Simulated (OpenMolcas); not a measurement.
**Lines of Tm³⁺: computed and rescaled rates**

```json
{"Program": "OpenMolcas", "Method": "SS-CASPT2, IPEA 0.25 Eh, imaginary shift 0.1 Eh (closed shells correlated: 5s 5p)", "Basis": "ANO-RCC-VTZP [8s7p5d3f2g1h]", "Scalar Hamiltonian": "DKH2, point nucleus", "Active space": "12 electrons in 7 orbitals (4f)", "State averaging": "2S+1 = 3 even, 21 roots; 2S+1 = 1 even, 28 roots (27 in the spin-orbit step)", "Spin-orbit coupling": "RASSI with atomic mean-field integrals over the reference wave functions, term energies averaged over their components"}
```

Rates come from the transition moments of the reference wave functions (E1 and E2 in the length form). At fixed line strength A goes as λ^-3 for E1 and M1 and as λ^-5 for E2, so a rate at the computed wavelength can be rescaled to the measured one. Measured vacuum wavelengths follow from level energies in the list in Tchang-Brillet, Wyart, Meftah and Ait Mammar, Atoms 6, 52 (2018). Branching counts decays inside the model space alone, at computed energies, and the table is only a selection of the E2 and M1 lines, drawn from those between levels with measured partners whose computed energy lies within a factor of 1.5 of the measured one.

```tsv
Upper	Lower	Type	λ computed (nm)	λ measured (nm)	A computed (s-1)	A rescaled (s-1)	Branching %
4f12 3F2	4f12 3F3	M1	10400	14720	2.60e-02	9.17e-03	98.2
4f12 3H4 [59 %]	4f12 3H5	M1	2278	2309	1.63e+00	1.57e+00	28.2
4f12 3F4 [63 %]	4f12 3H6	E2	1773	1775	3.30e-05	3.28e-05	100.0
4f12 1G4 [57 %]	4f12 3F3	M1	1429	1478	6.89e-01		2.1
4f12 3H4 [59 %]	4f12 3F4 [63 %]	M1	1413	1447	4.16e+00		71.8
4f12 3H5	4f12 3H6	M1	1201	1217	1.53e+01	1.47e+01	99.7
4f12 1G4 [57 %]	4f12 3H4 [59 %]	M1	1137	1159	6.16e+00		18.6
4f12 3F3	4f12 3F4 [63 %]	M1	1127	1139	1.14e+01	1.10e+01	99.6
4f12 3F2	4f12 3F4 [63 %]	E2	1017	1058	4.69e-04	3.85e-04	1.8
4f12 1G4 [57 %]	4f12 3H5	M1	758.6	771.8	2.44e+01		73.5
4f12 1G4 [57 %]	4f12 3F4 [63 %]	M1	630.1	643.5	1.95e+00		5.9
4f12 3P2 [65 %]	4f12 3F3	M1	376.5	414.6	1.84e+01		56.0
4f12 1I6	4f12 3H5	M1	333.4	368.8	4.50e+00		25.6
4f12 3P2 [65 %]	4f12 3F4 [63 %]	E2	282.2	304	1.89e-01	1.30e-01	0.6
4f12 1I6	4f12 3H6	M1	261	283.1	1.30e+01		74.2
```

Spin-changing lines and M1 lines between different terms are not rescaled, since their strength hangs on the term gaps too.

The largest correction is for 4f12 3F2 → 4f12 3F3 (M1): 2.60e-02 × (10400 / 14720)^3 = 9.17e-03 s-1, a factor of 0.35.

The computed rate and branching of 4f12 3F4 [63 %] → 4f12 3H6 give the upper level a radiative lifetime of 1.000 / 3.30e-05 s-1 = 3.03e+04 s, counting decays inside the model space alone. The rescaled rate gives about 3.0e+04 s.

These are rates of the free ion; in crystals, glasses and complexes forced electric-dipole and non-radiative decay shorten such lifetimes by orders of magnitude. No measured rate stands beside these. Rescaling mends the energy factor alone: line strengths can still be far off where a level mixes with configurations outside the active space, and weak or spin-changing lines hang on small mixing coefficients that depend on the term gaps too, so rescaling need not improve them.

Term energies are means over components that CASPT2 splits; among the terms shown or strongly mixed into the levels shown the widest spread is 1300 cm-1 (4f12 1I). Some high roots are left out of the spin-orbit mixing, which shifts the levels that they would mix with. The CASPT2 spread within a term exceeds the gap to the next term for 4f12 1I and 4f12 3P, so the order of their levels is uncertain. Computed and measured levels are paired by configuration, term and J; levels that our copy of the source lacks, or whose pairing is in doubt (as where it misses far off the trend of its configuration), stay unpaired. Levels of configurations outside the active space are missing.

A share in square brackets marks a mixed level and gives the weight of the term that names it.
